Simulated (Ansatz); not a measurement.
```yaml
atoms:
  - { symbol: B, position_ang: [-0.0009, -0.0469, -0.8981] }
  - { symbol: N, position_ang: [0.0271, -0.0101, 0.7603] }
  - { symbol: H, position_ang: [0.0480, -1.1730, -1.2297] }
  - { symbol: H, position_ang: [-1.0455, 0.5784, -1.2845] }
  - { symbol: H, position_ang: [0.9829, 0.5596, -1.2364] }
  - { symbol: H, position_ang: [0.0302, 0.9600, 1.1276] }
  - { symbol: H, position_ang: [-0.8685, -0.4962, 1.0983] }
  - { symbol: H, position_ang: [0.7807, -0.4709, 1.0640] }
```

Basis set: STO-3G (spherical functions). Left uncorrelated: 2 orbitals. Charge 0, multiplicity 1.

Computed with Ansatz (development build ahead of 0.2.0); each method stands on the lowest determinant of its kind that the runs found. Restricted open shells among the atoms or ions are ROHF, correlated in semicanonical orbitals with singles.

The atomization energy at this shape (free ground-state atoms in the same class of orbitals less the molecule, no zero-point energy) of singlet BNH6:

```tsv
method	atomization energy
RHF-MP2	26.92 eV
```

**Question.** What does RHF give?

**Answer.** 24.69 eV. Caution: the shape is not the minimum.

This basis has no polarisation functions and is too small for such energies, which can lie far from measured ones in either direction.
